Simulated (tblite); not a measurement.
AlCl2 (SMILES [Cl][Al][Cl]), doublet, at a GFN2-xTB geometry (such geometries of metal compounds can be far from the true shape); GFN1-xTB in tblite 0.6.0.

tblite was given this input:
```
$ tblite run mol.xyz --method gfn1 --charge 0 --spin 1 --json tblite.json --no-restart

# file mol.xyz
3

Al     0.00160221     0.63542259     0.02351302
Cl     1.85128917    -0.24859337     0.01717242
Cl    -1.85251440    -0.23731802    -0.03515296
```

Question: Predict the main parts of the log of this tblite run.

Answer: 
```
xTB calculator
 | screened Coulomb repulsion
 | Coulomb electrostatics
 |  * isotropic Klopman-Ohno-Mataga-Nishimoto electrostatics
 |  * onsite third-order electrostatics
 | DFT-D3(BJ) dispersion correction

halogen bonding energy    0.0000000000000E+00 Eh
repulsion energy          2.3566838040386E-02 Eh
dispersion energy        -1.0195049162853E-03 Eh
number of electrons       1.7000000000000E+01 e
integral cutoff           4.0000000000000E+01 bohr

------------------------------------------------------------
  cycle        total energy    energy error   density error
------------------------------------------------------------
      1     -9.892052936382  -9.9146003E+00   3.2879926E-01
      2     -9.895875235182  -3.8222988E-03   1.7957839E-01
      3     -9.896066781282  -1.9154610E-04   3.0675394E-02
      4     -9.896193964910  -1.2718363E-04   1.9241594E-02
      5     -9.896365743077  -1.7177817E-04   2.0107360E-03
      6     -9.896367178175  -1.4350984E-06   9.1166871E-05
      7     -9.896367180558  -2.3829774E-09   1.4676710E-05
------------------------------------------------------------

electronic energy        -9.9189145136824E+00 Eh
total energy             -9.8963671805583E+00 Eh

Post processing:
 | Mayer-Wiberg bond orders

[Info] JSON dump of results written to 'tblite.json'
```
